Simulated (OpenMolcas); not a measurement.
Ti3+: moving the ligands

Ti3+ with 6 ligands (chloride) in octahedral coordination (Oh) at 2.43 Å. A charge of +0.5 e stands 3.2 Å behind each ligand. Ligand basis ANO-RCC-VDZP.

| Item | Value |
| --- | --- |
| Program | OpenMolcas 26.06 |
| Method | CASSCF |
| Basis | ANO-RCC-VDZP [5s4p2d1f] |
| Scalar Hamiltonian | DKH2, point nucleus |
| Active space | 1 electron in 5 orbitals (3d) |
| State averaging | 2S+1 = 2 even, 5 roots |
| Spin-orbit coupling | RASSI with atomic mean-field integrals over the reference wave functions |

Runs around this geometry, states (labels of O, the rotations of Oh). Energies in cm-1 above the lowest state or level, χT in cm3 K/mol; under a threefold ground state the first gap can be a small split of the lowest multiplet, not the spin-orbit step; 10Dq is the gap between the two states.

| R (Å) | Ground state | First state of that spin | 10Dq | First gap with spin-orbit (degeneracies) | χT at 300 K |
| --- | --- | --- | --- | --- | --- |
| 2.32 | 2T2 | 2E 13900 | 13900 | 212.1 (4, 2) | 0.449 |
| 2.43 | 2T2 | 2E 10904 | 10904 | 215.1 (4, 2) | 0.451 |
| 2.48 | 2T2 | 2E 9784 | 9784 | 216.3 (4, 2) | 0.453 |

Taking |10Dq| as R^-n, n = -ln(9784 / 13900) / ln(2.48 / 2.32) = 5.3 between the shortest and longest distance. The point-charge formula for a cubic d site gives n = 5.

An orbital triplet at a regular site is open to Jahn-Teller coupling, which can distort the site and quench the lowest spin-orbit gaps and is left out. Ligand-to-metal charge-transfer states are missing. With metal d orbitals alone and no dynamic correlation the field as a rule comes out too small, by tens of per cent, by up to half for chloride and softer ligands. The least metal-like active orbital is 84 % on the metal (Löwdin) and no ligand orbital is active, so the numbers are rough (holds for R = 2.32). No measured value stands beside these numbers; the geometry is a model, was not optimised and need not be the one that this ion takes.
